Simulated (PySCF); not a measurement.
Method: PBE in PySCF with Te def2-SVP with ECP28, Cl def2-SVP; scalar-relativistic core potentials, no spin–orbit coupling; density-fitted integrals. Open shells, if any, are unrestricted.

Task: What shape and geometry does isolated singlet TeCl₄ take (every ligand bound to Te)?

Result: Counting electrons, tellurium keeps 2 of its valence electrons outside its bonds, so the VSEPR class is AX4E1 and the expected shape is see-saw (C2v), as computed. The lowest minimum found is a singlet of C2v symmetry with Te–Cl 2.384 Å (×2), Te–Cl 2.478 Å (×2); Cl–Te–Cl 91.9° (×4), Cl–Te–Cl 100.3°, Cl–Te–Cl 174.1°. Its harmonic wavenumbers are 60 (a1), 74 (b2), 121 (a1), 122 (a2), 141 (b1), 289 (a1), 332 (b1), 343 (b2), 349 (a1) cm⁻¹ and its dipole moment is 1.08 D.
